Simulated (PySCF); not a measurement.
Simulation results for B$_{3}$GeH$_{6}$

Calculation on a computer-drawn molecule: the log of a Hartree-Fock and frozen-core CCSD(T) single point meant for a local Hartree-Fock minimum, with one planted fault or none, to be diagnosed. Offsets are logged minus clean, where the clean run is the same molecule without the fault. The reference is restricted for singlets and unrestricted otherwise, and also for a bond in bohr or an excited solution. Adding or removing an electron swaps singlet and doublet. The excited solution moves the top pair (singlet) or top alpha electron (doublet) to the lowest empty orbital. Highest occupied and lowest empty are orbital energies over both spins, largest force is the largest gradient component, triples share is (T) over the correlation energy, the T1 limit is 0.02 restricted and 0.045 unrestricted, electrons count all cores, a negative frequency is imaginary (commonest isotopes), and the dipole is about the centre of nuclear charge; on germanium a core potential holds 10 electrons, which the energies leave out, and 3d is frozen in MP2 and coupled-cluster steps. Program: PySCF 2.14.0.

```xyz
10
formula=B3GeH6 meant_charge=0 meant_multiplicity=2 meant_basis=cc-pVDZ meant_basis_and_core_potential_on_germanium=cc-pVDZ-PP_ECP10MDF logged_electrons=52 logged_basis_functions=95 logged_SCF_converged=yes logged_spin_squared=0 logged_highest_occupied=-15.434 logged_lowest_empty=-6.174 logged_largest_force=0.042004 logged_T1_diagnostic=0.023787 logged_D1_diagnostic=0.077934 logged_triples_share=0.029793 logged_CC_converged=yes logged_dipole_magnitude=5.9845 logged_SCF_stable_within_its_kind=yes logged_energy_HF=-370.50992 logged_energy_CCSD(T)=-370.89328 possible_faults=no_fault,one_electron_removed,one_electron_added,multiplicity_raised_by_two,geometry_at_a_saddle_point,SCF_held_on_an_excited_solution,minimal_basis_STO-3G,one_bond_length_entered_in_bohr,all_coordinates_scaled
B      1.4473    -0.7291    -2.4533
Ge    -0.0461    -0.2095    -1.1028
B      0.7035    -0.1971     0.8587
B      0.3808    -1.4256     1.9414
H      2.5985    -0.4095    -2.5267
H     -1.2661    -1.1274    -1.2732
H     -0.4909     1.2120    -1.4974
H      1.4092     0.7366     1.1318
H      1.0566    -2.4208     1.9866
H     -0.5620    -1.3703     2.6872
```

Units: logged_highest_occupied, logged_lowest_empty in eV; logged_largest_force in hartree/bohr; logged_dipole_magnitude in debye; logged_energy_HF, logged_energy_CCSD(T) in hartree.

Drawn bonds:
| atom | other atom | order |
| --- | --- | --- |
| 1 | 2 | 1 |
| 2 | 3 | 1 |
| 3 | 4 | 1 |
| 1 | 5 | 1 |
| 2 | 6 | 1 |
| 2 | 7 | 1 |
| 3 | 8 | 1 |
| 4 | 9 | 1 |
| 4 | 10 | 1 |

Notes: T1 above single-reference limit.

## Withheld values
1. Which fault was planted in the run of B$_{3}$GeH$_{6}$?

## Answers
1. one electron removed

Further results for B$_{3}$GeH$_{6}$:

- HF energy offset from clean run: 172.5 kcal/mol
- CCSD(T) energy offset from clean run: 176.9 kcal/mol
